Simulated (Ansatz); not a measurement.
Computed with Ansatz on PBE0-D4/def2-TZVP structures; ΔE is electronic, products minus reactants. CBS: MP2 limit from def2 TZ/QZ plus the TZ coupled-cluster correction, frozen cores. This one scheme is used for every species. Functionals use def2-TZVPP. B3LYP here is the variant with VWN-RPA as its local correlation; programs differ in this. Each species was taken in one conformer, which may not be the lowest.

Reaction (formal hydrolysis of a C–Si bond): `Cl[SiH2]C1BN1` + H₂O → `OC1BN1` + `[SiH3]Cl`

Task: Is it downhill or uphill in electronic energy at CCSD(T)/CBS, and by how much? (Estimate.)

Result: Ansatz gave: Uphill: ΔE = +0.74 eV.

Task: What do these levels give: PBE0-D4, B3LYP-D4, ωB97X-V, ωB97M-V, r2SCAN, PBE0, B3LYP, HF/def2-TZVPP, MP2/def2-TZVPP, CCSD/def2-TZVPP, HF/def2-QZVPP, HF/CBS(def2)? (An estimate is asked.)

Result: Computed: PBE0-D4 0.65, B3LYP-D4 0.63, ωB97X-V 0.60, ωB97M-V 0.65, r2SCAN 0.62, PBE0 0.60, B3LYP 0.54, HF/def2-TZVPP 0.51, MP2/def2-TZVPP 0.76, CCSD/def2-TZVPP 0.66, HF/def2-QZVPP 0.52, HF/CBS(def2) 0.52 eV.

Largest T1 diagnostic among the species: 0.013.

From PBE to PBE0 (25 % exact exchange), in def2-TZVPP and without D4, ΔE moves by +0.03 eV. The D4 term adds +0.09 eV with B3LYP and +0.05 eV with PBE0; it sums over pairs of atoms, weighted by their polarisabilities, and B3LYP, whose exchange is more repulsive, gets the larger term. In def2-TZVPP, CCSD(T) changes the Hartree–Fock value by +0.16 eV (the triples alone add +0.02 eV) and MP2 by +0.24 eV.
